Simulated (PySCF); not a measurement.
## Removing an electron from `C=C[Si](C)(C)C`

Species: C5H12Si.
Atom-mapped SMILES: `[CH2:1]=[CH:2][Si:3]([CH3:4])([CH3:5])[CH3:6]` (hydrogens: H7, H8 on C1; H9 on C2; H10, H11, H12 on C4; H13, H14, H15 on C5; H16, H17, H18 on C6)

Structure used (PBE0-D3(BJ)/def2-SVP), in Å, numbered top down from 1:
```xyz
18
C5H12Si angstrom
C      2.490   -0.484    0.468
C      1.418    0.240    0.809
Si    -0.273    0.107    0.001
C     -0.750    1.788   -0.703
C     -1.535   -0.398    1.306
C     -0.221   -1.178   -1.371
H      3.458   -0.373    0.970
H      2.454   -1.229   -0.336
H      1.541    0.965    1.627
H     -1.747    1.753   -1.171
H     -0.026    2.117   -1.465
H     -0.778    2.555    0.088
H     -1.562    0.329    2.133
H     -2.548   -0.455    0.875
H     -1.289   -1.383    1.731
H      0.507   -0.905   -2.151
H      0.051   -2.171   -0.981
H     -1.208   -1.266   -1.852
```

Level: CAM-B3LYP/def2-SVPD (PySCF). Frontier orbitals with their largest atomic shares (Löwdin; up to four atoms above 4 %):

```json
{"orbital": "HOMO−3", "ε (eV)": "-10.11", "main atoms": "C5 21 %, C4 21 %, Si3 17 %, C2 10 %"}
{"orbital": "HOMO−2", "ε (eV)": "-9.88", "main atoms": "C6 31 %, Si3 21 %, C4 13 %, C5 12 %"}
{"orbital": "HOMO−1", "ε (eV)": "-9.70", "main atoms": "C2 31 %, Si3 17 %, C1 12 %, C6 8 %"}
{"orbital": "HOMO", "ε (eV)": "-8.94", "main atoms": "?"}
{"orbital": "LUMO", "ε (eV)": "0.95", "main atoms": "C1 35 %, C2 31 %, Si3 6 %, H7 6 %"}
{"orbital": "LUMO+1", "ε (eV)": "1.21", "main atoms": "Si3 16 %, C5 9 %, C6 9 %, C4 9 %"}
{"orbital": "LUMO+2", "ε (eV)": "1.89", "main atoms": "C1 18 %, H8 12 %, H7 9 %, C6 7 %"}
```

Question: What vertical ionisation energy does ΔSCF give, and how far is −ε(HOMO) from it?

Answer: ΔSCF: 9.69 eV (935 kJ/mol; threshold wavelength 128 nm); ⟨S²⟩ of the doublet left behind is 0.760, against 0.75 for a pure doublet. −ε(HOMO) is 8.94 eV, 0.75 eV below it. In exact Kohn–Sham theory the two would be equal; CAM-B3LYP (range-separated hybrid) falls short of its own ΔSCF value by 8 %.

Question: On which atoms does the HOMO lie?

Answer: C1 (terminal =CH2 carbon) 34 %, C2 (alkene CH carbon) 32 %, C5 (Si-methyl carbon) 7 %, C4 (Si-methyl carbon) 7 %, so no atom holds as much as 40 %. The HOMO−1 lies 0.76 eV lower.

Question: What kinetic energy would electrons from this vertical process carry with He II light (40.814 eV)?

Answer: 40.81 − 9.69 = 31.12 eV.

Question: With α = 87.9 au, estimate the like-pair dispersion coefficient by London's formula C6 = (3/4)α²I.

Answer: I = 0.3561 Eh, so C6 ≈ 2060 au, a rough estimate.

Question: What total energies stand behind the ΔSCF value?

Answer: E(N) = -486.91464 Eh and E(N − 1) = -486.55850 Eh at the same geometry, 0.35614 Eh apart.

Isolated species at its PBE0-D3(BJ)/def2-SVP geometry, gas phase.
